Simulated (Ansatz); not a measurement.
Start from `C[S][Zr]([F])([S]C)[S]C` and change one atom or group to get `C[S][Zr]([OH])([S]C)[S]C`.

Ansatz, PBE0-D4/def2-TZVP geometries, multiplicity 1. Each molecule was computed in one conformer, which needn't be the lowest. `C[S][Zr]([F])([S]C)[S]C` holds a close contact that its SMILES doesn't draw: H···Zr 2.50 Å. `C[S][Zr]([OH])([S]C)[S]C` holds a close contact that its SMILES doesn't draw: H···Zr 2.51 Å.

Elements past krypton have def2 core potentials.

| property | `C[S][Zr]([F])([S]C)[S]C` |
| --- | --- |
| HOMO energy (PBE0/def2-TZVPP) / eV | -6.92 |
| HOMO energy (B3LYP/def2-TZVPP) / eV | -6.68 |
| LUMO energy (PBE0/def2-TZVPP) / eV | -1.78 |
| HOMO energy (ωB97M-V/def2-TZVPP) / eV | -9.02 |
| size of the dipole moment (B3LYP/def2-TZVPP) / D | 0.67 |
| size of the dipole moment (PBE/def2-TZVPP) / D | 0.65 |

**Question.** Give the same properties after the change, and the shifts. (Best estimate.)

**Answer.** Ansatz gave: 
```
                                        property  `C[S][Zr]([OH])([S]C)[S]C`  shift
              HOMO energy (PBE0/def2-TZVPP) / eV                       -6.64   0.28
             HOMO energy (B3LYP/def2-TZVPP) / eV                       -6.41   0.27
              LUMO energy (PBE0/def2-TZVPP) / eV                       -1.50   0.28
           HOMO energy (ωB97M-V/def2-TZVPP) / eV                       -8.77   0.25
size of the dipole moment (B3LYP/def2-TZVPP) / D                        2.17   1.50
  size of the dipole moment (PBE/def2-TZVPP) / D                        2.16   1.51
```

Dipoles are sizes alone; their direction can turn.

Positive LUMOs are unbound, so they and the gaps depend on the basis.

B3LYP here is the variant with VWN-RPA as its local correlation; programs differ in this.
